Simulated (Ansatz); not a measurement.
A trace of molecular dynamics of CH6F2N2Si (12 atoms, charge 0, multiplicity 1).

All numbers below come from UKS B3LYP-D4/STO-3G in Ansatz 0.2.0.

| Quantity | Value |
| --- | --- |
| ensemble | NVE (velocity Verlet) |
| starting velocities drawn for | 300 K |
| seed | 541711 |

| time (fs) | T (K) | potential energy less start (eV) | conserved less start (meV/atom) |
| --- | --- | --- | --- |
| 0.0 | 300 | 0.000 | 0.00 |
| 3.0 | 449 | -0.193 | -0.02 |
| 6.0 | 578 | -0.361 | -0.15 |
| 9.0 | 841 | -0.701 | -0.14 |
| 12.0 | 1062 | -0.986 | 0.00 |
| 15.0 | 1334 | -1.342 | -0.44 |
| 18.0 | 1241 | -1.221 | -0.36 |
| 21.0 | 940 | -0.827 | -0.05 |
| 24.0 | 961 | -0.857 | -0.24 |
| 27.0 | 1309 | -1.310 | -0.43 |
| 30.0 | 1517 | -1.576 | -0.28 |
| 33.0 | 1479 | -1.528 | -0.31 |
| 36.0 | 1400 | -1.429 | -0.53 |
| 39.0 | 1139 | -1.087 | -0.17 |
| 42.0 | 1025 | -0.939 | -0.21 |
| 45.0 | 1182 | -1.146 | -0.53 |
| 48.0 | 1186 | -1.144 | 0.08 |
| 51.0 | 1464 | -1.508 | -0.30 |
| 54.0 | 1674 | -1.782 | -0.57 |
| 57.0 | 1371 | -1.380 | 0.29 |
| 60.0 | 1577 | -1.658 | -0.58 |
| 63.0 | 1484 | -1.534 | -0.36 |
| 66.0 | 1447 | -1.481 | 0.07 |
| 69.0 | 1744 | -1.876 | -0.77 |
| 72.0 | 1423 | -1.454 | -0.19 |
| 75.0 | 1279 | -1.266 | -0.06 |

Is this trajectory sound?

The conserved energy stayed within 0.77 meV per atom of its start (net change -0.058 meV per atom), so the integration is sound. The kinetic energy rose, since the run started high on the potential surface and went downhill. A run of 0.075 ps of so small a system gives no equilibrium averages. The orbitals stay closed-shell, which can raise the energy where a bond breaks towards radicals; this wasn't checked here. Limits of this set-up: minimal basis. The time step was 0.5 fs.

Run time: 9.1 min on 1 thread of Arm Neoverse V2, with other jobs on the host, peak memory 0.15 GiB.
